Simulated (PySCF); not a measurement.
**Electron correlation in I²⁺ (iodine, charge +2)**

[Kr] 4d10 5s1 5p3 5d1, high-spin 6D determinant (an excited configuration). Calculation: PySCF 2.14, in aug-cc-pVQZ-PP with ECP28MDF (7s7p5d3f2g, 92 functions); a scalar-relativistic core potential. Frozen: 4s2 4p6 4d10; 5 electrons correlated.

```
  level  correlation energy (mhartree)
   CCSD                         -32.06
    (T)                          -0.42
CCSD(T)                         -32.48
```

Diagnostics: T1 = 0.0032, D1 = 0.0064, largest double amplitude 0.029.

The outer electron is Rydberg-like, and this basis confines it to a smaller radius and binds it less than a complete one would.

Cost of the coupled-cluster step: roughly 17 core-seconds, for 5 correlated electrons.
